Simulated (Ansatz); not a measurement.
Pulling on the B1–H2 bond in C2H7B (SMILES BCC) (multiplicity 1 held, fragments rigid). Energies count from the point at 1.195 Å.
Geometry at that point (charge 0, multiplicity 1):
```xyz
10

B     -0.745     1.010     0.739
H     -1.056     1.270     1.863
H     -1.142     1.718    -0.138
C      0.204    -0.184     0.454
C      0.382    -0.637    -0.997
H     -0.032    -1.030     1.110
H      1.170     0.176     0.857
H      0.674     0.198    -1.636
H     -0.551    -1.039    -1.398
H      1.143    -1.415    -1.094
```

U- levels take the lowest unrestricted solution at each point, which mixes spins at long bonds. Active spaces are followed from a long bond inwards. Curves can end on different states.

Correlated levels freeze the cores.

The values were computed with Ansatz (Gaussian orbitals). Each number belongs to the level named beside it.

Question: What energy at R = 3.822 Å does U-MP2/cc-pVDZ give?

Answer: 431 kJ/mol

Doubts at one or more of the structures used: a spin-contaminated determinant (U-MP2/cc-pVDZ).

Ansatz is an electronic-structure program.
